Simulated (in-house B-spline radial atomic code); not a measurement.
**Binding energies in Ti**

NIST's tabulated ground configuration is [Ar] 3d2 4s2; each binding energy is the energy of the ion with one electron taken from that subshell, relaxed, less that of the parent. Method: Dirac-Hartree-Fock, average of configuration, Fermi nucleus of rms radius 3.5921 fm. Calculated with an all-electron radial atomic-structure program (B-spline basis). Energies include first-order Breit, QED and recoil terms.

```
subshell  X-ray name  binding energy (eV)  -ε (eV)  relaxation (eV)
      1s           K               4976.2   5020.0             37.2
      2s          L1                574.1    589.6             15.0
   2p1/2          L2                472.3    489.2             16.4
   2p3/2          L3                466.7    483.3             16.3
      3s          M1                75.07    79.31             4.19
   3p1/2          M2                45.59    49.60             3.97
   3p3/2          M3                44.95    48.89             3.93
      3d        M4,5                 8.33    10.80             2.48
      4s          N1                 5.84     6.09             0.25
```

Relaxation = -ε minus the binding energy without Breit, QED and recoil terms.

Emission lines follow as differences of binding energies, with λ = 12398.42 eV·Å / E:

```csv
line,holes,energy (eV),wavelength (Å)
K-L3,1s → 2p3/2,4509.5,2.7494
K-L2,1s → 2p1/2,4503.9,2.7528
K-M3,1s → 3p3/2,4931.2,2.5143
L1-M3,2s → 3p3/2,529.1,23.431
L3-M1,2p3/2 → 3s,391.6,31.659
```

Q: What screening constant σ does Moseley's law, E = (3/4)·13.6057 eV·(Z - σ)², need for K-L3?

A: σ = 0.98.

Q: What does it cost to remove both a 3d and a 4s electron?

A: 22.14 eV, which is 7.972 eV more than the two single binding energies together.

Q: What does it cost to remove both a 2p3/2 and a 3p1/2 electron?

A: 531.65 eV, which is 19.32 eV more than the two single binding energies together.

Q: What does it cost to remove two 3s electrons?

A: 167.77 eV, which is 17.63 eV more than the two single binding energies together.
